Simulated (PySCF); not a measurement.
# PBE0 beside CCSD(T) along the second period: bonds to Tl

PBE0 and CCSD(T) in PySCF with def2-SVP on every atom (core potentials on Tl), for the lowest determinant that a PBE0 search found; no spin–orbit coupling.

```tsv
molecule	state (unpaired electrons)	PBE0 Re (Å)	PBE0 ωe (cm⁻¹)	PBE0 De (eV)	CCSD(T) Re (Å)	CCSD(T) ωe (cm⁻¹)	CCSD(T) De (eV)
LiTl	singlet (closed shell)	3.044	254	0.87	?	?	?
TlC	quartet (σ ↑, π ↑↑)	2.296	428	2.75	2.306	435	2.33
TlN	triplet (π ↑↑)	2.324	406	1.50	2.357	371	0.90
TlF	singlet (closed shell)	2.095	512	4.86	2.095	516	4.55
```

(1) Estimate the CCSD(T) values of LiTl by adding the mean shift from PBE0 to CCSD(T) of the other rows, and compare with the calculation.

(2) What are the mean differences of PBE0 from CCSD(T) over the whole series?

In a basis of this size CCSD(T) is itself not converged; it tends to give bonds that are too long and too weak.

Correlated steps freeze the inner cores (4 to 5 orbitals); shallow outer-core shells are correlated. Closed-shell solutions of metal pairs were not tested for spin polarisation, which can lower them a little. UHF and ROHF references stand side by side, which adds small steps between rows. Correlated levels converge slowly with the basis: in double zeta they bind strong bonds too weakly, by up to about 1 eV, and carry superposition errors of some tenths. Spin–orbit coupling is left out, which matters for elements this heavy, above all for dissociation energies. Where the molecule has an RHF reference, its open-shell atoms are computed with UHF. States were picked by a PBE0 search and need not be the measured ground states.

## Answers

(1) The mean shifts are +1.4 pm, -8 cm⁻¹ and -0.44 eV, which give 3.058 Å, 246 cm⁻¹ and 0.43 eV. CCSD(T)/def2-SVP gives Re = 3.053 Å, ωe = 246 cm⁻¹, De = 0.83 eV.

(2) Re -1.3 pm, ωe +8 cm⁻¹, De +0.34 eV.
